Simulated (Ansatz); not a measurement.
Question: Name a neutral molecule of Al, C, O and H with ideal-gas entropy at 298 K and 1 bar (rigid rotor, harmonic PBE0-D4/def2-TZVP) between 336 and 352 J/(mol·K) and HOMO energy (ωB97M-V/def2-TZVPP) between -9.80 and -9.50 eV (Ansatz, PBE0-D4/def2-TZVP geometry).

Answer: `C[O+](C)[AlH3-]` (343 J/(mol·K), -9.64 eV). Other molecules can fit too; these were computed, each in one conformer that needn't be the lowest.
